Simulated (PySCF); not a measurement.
CH4N2OSi.
Numbering: `[N:1]#[C:2][Si@H:3]([NH2:4])[OH:5]` (hydrogens: H6 on Si3; H7, H8 on N4; H9 on O5)

Computed by this run: PySCF, PBE0-D3(BJ)/def2-SVP geometry optimisation, gas phase; density fitting, grid level 1; the optimiser is geomeTRIC in internal coordinates, started from a GFN2-xTB structure with every atom displaced at random (about 0.01 Å).

Geometry at step 17:
```
atom  x, y, z in Å
N1      2.7160   -0.1657   -0.7770
C2      1.6820   -0.0466   -0.2666
Si3    -0.0003    0.1837    0.5162
N4     -0.9357   -1.0494   -0.1903
O5     -0.4525    1.7601    0.2637
H6      0.0828    0.0643    1.9857
H7     -0.7116   -1.4621   -1.0866
H8     -1.8260   -1.3651    0.1708
H9     -0.4971    2.0640   -0.6495
```

**Question.** Give the atomic forces at this geometry.

**Answer.** 
```csv
atom,Fx (eV/Å),Fy (eV/Å),Fz (eV/Å)
N1,0.048,-0.009,-0.026
C2,-0.060,-0.001,0.025
Si3,0.032,0.191,0.042
N4,-0.016,-0.093,-0.069
O5,0.017,-0.100,-0.057
H6,-0.006,-0.013,0.004
H7,0.018,0.002,-0.023
H8,-0.027,0.027,0.045
H9,-0.006,-0.005,0.058
```

The largest, 0.20 eV/Å, acts on Si3; the rms over all components is 0.055 eV/Å. The forces sum to zero within rounding, as they must for an isolated molecule in no field.

**Question.** Give the force on Si3 in Eh/bohr and in nN.

**Answer.** 0.198 eV/Å ÷ 51.422 = 0.00386 Eh/bohr, and 0.198 eV/Å × 1.602 = 0.32 nN.

**Question.** How far is this geometry from the end of the optimisation?

**Answer.** 0.001 eV above it, and 0.017 Å rms away after alignment. The bonds farthest from their final lengths, with half the difference of the two atoms' forces along the bond (positive lengthens):

```json
{"bond": "Si3–O5", "now (Å)": "1.659", "final (Å)": "1.655", "force along bond (eV/Å)": "-0.13"}
{"bond": "Si3–N4", "now (Å)": "1.701", "final (Å)": "1.705", "force along bond (eV/Å)": "+0.14"}
```

The angle farthest from its final value is Si3–N4–H8, 124.2° against 122.8°.

The cost below is that of the whole optimisation. Hardware: one thread, Arm Neoverse V2 (aarch64) (shared host). Cost: 55 s of wall time, 0.45 GiB resident at most.
